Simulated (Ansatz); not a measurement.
Reaction (formal exchange of groups at a Ga–C bond): `N#[C][GaH2]` + `[CH3][GeH3]` → `[GaH2][CH2][GeH3]` + `C#N`

Gas-phase electronic energies from Ansatz, PBE0-D4/def2-TZVP geometries. CCSD(T)/CBS is the MP2 limit (def2-TZVPP, def2-QZVPP) plus CCSD(T) − MP2 in def2-TZVPP, frozen cores. This one scheme is used for every species. DFT in def2-TZVPP. B3LYP here is the variant with VWN-RPA as its local correlation; programs differ in this. HSE06 is defined as in plane-wave codes. For Ga, Ge outer-core shells are correlated without core-valence functions, which leaves a few kJ/mol of doubt a bond. Scalar relativity is left out up to krypton.

`N#[C][GaH2]`:

Cartesian coordinates in Å:
```
N 1.383 -0.454 -1.864
C 0.708 -0.232 -0.955
Ga -0.431 0.142 0.581
H -0.308 -0.841 1.777
H -1.352 1.386 0.461
```

`[CH3][GeH3]`:

```xyz
8

C    -0.719   -0.405   -0.627
Ge    0.636    0.358    0.555
H    -1.074   -1.356   -0.230
H    -1.567    0.274   -0.718
H    -0.301   -0.576   -1.620
H     0.051    0.596    1.959
H     1.136    1.704    0.000
H     1.837   -0.595    0.681
```

`[GaH2][CH2][GeH3]`:

Z-matrix (Å, degrees):
```
C
Ge 1 1.959
Ga 1 1.962 2 112.4
H 1 1.093 2 107.1 3 -121.7
H 1 1.093 2 107.1 3 121.6
H 2 1.540 1 111.0 3 -179.9
H 2 1.541 1 110.3 3 59.8
H 2 1.541 1 110.3 3 -59.6
H 3 1.571 1 119.8 2 89.4
H 3 1.571 1 119.8 2 -89.0
```

`C#N`:

Z-matrix (Å, degrees):
```
C
N 1 1.146
H 1 1.069 2 180.0
```

| level | ΔE (kcal/mol) |
| --- | --- |
| LDA (SPW92) | 11.6 |
| B97M-V | 14.2 |
| HSE06-D4 | 13.1 |
| ωB97X-V | 14.3 |
| B3LYP | 15.1 |
| RPA@PBE/def2-TZVPP | 13.5 |
| CCSD/def2-SVP | 14.2 |
| HF/CBS(def2) | 17.9 |

Problem. What does CCSD(T)/CBS give? (Best estimate.)

Solution. The calculation gave: +12.3 kcal/mol. The listed levels differ from it by -0.7, 1.9, 0.8, 2.0, 2.8, 1.2, 1.9, 5.6 kcal/mol.

Largest T1 diagnostic among the species: 0.014.

From BLYP to BHLYP (50 % exact exchange), in def2-TZVPP and without D4, ΔE moves by +0.9 kcal/mol. Leaving LDA and LC-ωPBE aside and taking each functional with its dispersion term where it has one, the values, not all of them listed here, spread over 2.0 kcal/mol, from PBE-D4 to B2PLYP. LDA lies −1.8 kcal/mol from PBE without D4.
